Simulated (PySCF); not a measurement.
CH11N3Si2, SMILES C[Si@H](N)[SiH](N)N.

Geometry optimised at PBE-D3(BJ)/def2-SVP. The structure was generated by enumeration; whether it is a known compound was not checked. One conformer was computed; it need not be the lowest.

The numbers are results of PBE-D3(BJ)/def2-SVP (PySCF 2.14.0), not measurements.

Frequencies are harmonic and unscaled.

```csv
mode,ν (cm⁻¹),IR (km/mol),moving atoms (share of kinetic energy)
1,46,0.5,"N 57 %, H 27 %, C 15 %"
2,88,3.0,"N 33 %, H 33 %, C 30 %"
3,126,4.9,"H 57 %, N 33 %"
4,148,7.1,"H 85 %, N 11 %"
5,166,8.2,"H 47 %, N 46 %"
6,193,4.6,"H 35 %, N 35 %, Si 21 %, C 9 %"
7,213,4.7,"H 52 %, N 20 %, Si 19 %, C 10 %"
8,245,37.2,"H 48 %, N 23 %, Si 21 %"
9,298,10.3,"Si 43 %, H 40 %, N 16 %"
10,313,3.1,"H 65 %, N 18 %, Si 16 %"
11,370,143.1,"H 64 %, N 22 %, Si 14 %"
12,393,26.0,"Si 53 %, H 36 %, N 9 %"
13,419,165.6,"H 75 %, N 21 %"
14,441,128.4,"H 72 %, N 23 %"
15,505,89.8,"H 84 %, N 14 %"
16,609,4.2,"H 85 %, C 12 %"
17,640,38.3,"H 45 %, C 30 %, Si 19 %"
18,696,30.3,H 88 %
19,709,25.4,"H 79 %, Si 8 %, C 8 %"
20,724,13.7,"H 84 %, N 14 %"
21,736,63.2,"H 63 %, C 16 %, Si 11 %, N 10 %"
22,771,57.9,"N 50 %, Si 25 %, H 24 %"
23,806,74.3,"N 36 %, H 31 %, Si 30 %"
24,846,125.6,"N 37 %, H 35 %, Si 28 %"
25,854,139.5,"H 64 %, N 18 %, Si 16 %"
26,881,11.2,"H 79 %, Si 9 %, C 9 %"
27,904,117.1,"H 71 %, Si 14 %, N 13 %"
28,919,79.4,"H 72 %, Si 16 %, N 11 %"
29,1204,15.9,"H 79 %, C 21 %"
30,1378,2.0,H 96 %
31,1379,5.0,H 96 %
32,1468,62.6,"H 89 %, N 11 %"
33,1486,37.5,"H 90 %, N 10 %"
34,1489,30.5,"H 90 %, N 9 %"
35,2085,175.3,H 97 %
36,2123,166.5,H 97 %
37,2961,7.8,H 97 %
38,3058,7.7,"H 91 %, C 9 %"
39,3066,7.5,"H 91 %, C 9 %"
40,3455,8.1,H 96 %
41,3463,9.4,H 96 %
42,3485,15.9,H 96 %
43,3553,12.5,"H 91 %, N 9 %"
44,3571,24.4,"H 91 %, N 9 %"
45,3586,15.9,"H 91 %, N 9 %"
```
